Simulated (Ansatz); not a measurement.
Basis sets compared for Sn6S12 (the lowest singlet isomer of a short search). Total charge 0; singlet. Geometry PBE-D4/def2-SVP. Ansatz on 2 threads of AMD EPYC 7R13 on a shared host and a share (18 GiB) of an NVIDIA H100 80GB HBM3; times are rough, and most runs start from earlier orbitals.

| atom | x (Å) | y (Å) | z (Å) |
| --- | --- | --- | --- |
| Sn1 | 3.608 | -1.013 | -0.330 |
| Sn2 | 3.380 | 2.570 | -0.745 |
| Sn3 | -1.385 | -3.281 | 0.507 |
| Sn4 | -4.440 | -1.198 | 0.762 |
| Sn5 | -0.478 | 0.293 | 0.275 |
| Sn6 | -1.921 | -1.465 | -2.742 |
| S7 | -2.032 | -1.053 | 1.810 |
| S8 | -4.228 | 0.909 | -0.670 |
| S9 | 1.620 | -0.745 | 1.517 |
| S10 | -3.447 | -2.786 | -1.103 |
| S11 | 2.479 | 0.488 | -2.332 |
| S12 | 0.876 | 1.622 | -1.528 |
| S13 | 0.135 | -1.883 | -1.121 |
| S14 | -2.316 | 0.910 | -1.494 |
| S15 | -0.396 | 2.431 | 1.701 |
| S16 | 4.750 | 1.001 | 0.617 |
| S17 | 1.665 | 2.489 | 1.926 |
| S18 | 2.130 | 0.711 | 2.949 |

In the def2 sets Sn takes a core potential; there is no spin–orbit coupling. Single mean-field runs in def2-TZVP are fitted with def2-universal-jkfit. The structure comes from a short search, and lower isomers may exist.

Binding counts from free atoms (Sn triplet, S triplet) in the same basis, without a counterpoise term.

```json
{"level": "PBE-D4/def2-SVP", "functions": "372", "energy (Eh)": "-6061.3242", "HOMO (eV)": "-5.39", "LUMO (eV)": "-3.64", "binding per atom (eV)": "3.41", "wall time": "3.3 s"}
{"level": "PBE0-D4/def2-SVP", "functions": "372", "energy (Eh)": "-6061.7033", "HOMO (eV)": "-6.38", "LUMO (eV)": "-3.12", "binding per atom (eV)": "3.21", "wall time": "5.5 s"}
```

(1) Estimate the rows for PBE-D4/def2-TZVP (with forces), PBE0-D4/def2-TZVP.

Answers

(1) 
```csv
level,functions,energy (Eh),HOMO (eV),LUMO (eV),binding per atom (eV),wall time
PBE-D4/def2-TZVP (with forces),744,-6063.0319,-5.41,-3.67,3.44,8 s
PBE0-D4/def2-TZVP,744,-6063.3934,-6.35,-3.11,3.26,6 s
```
